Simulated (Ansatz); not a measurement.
CH9NO2Si2 (`C[Si](N)(O)O[SiH3]`). Charge 0, multiplicity 1.

Z-matrix (Å, degrees):
```
C
Si 1 1.848
H 1 1.092 2 110.6
H 1 1.092 2 110.7 3 -119.9
H 1 1.092 2 110.9 3 119.9
N 2 1.715 1 118.1 3 -179.2
O 2 1.641 1 105.7 3 -58.9
O 2 1.639 1 107.4 3 62.0
H 6 1.007 2 120.1 1 -78.3
H 6 1.007 2 120.4 1 66.6
H 7 0.959 2 116.3 1 -172.0
Si 8 1.633 2 140.3 1 175.8
H 12 1.488 8 110.4 2 -79.7
H 12 1.484 8 108.5 2 160.8
H 12 1.488 8 110.9 2 40.8
```

Q: Give the diagnostics of a CCSD(T)/def2-TZVPP run (frozen core, Ansatz). (An estimate is asked.)

A: Computed: T1 = 0.0108, largest single amplitude 0.010, largest double 0.015, (T) share of the correlation energy 3.4 %, 9 CCSD cycles. The RHF solution is stable towards an unrestricted one. T1 lies under the customary mark of 0.02 for closed shells.
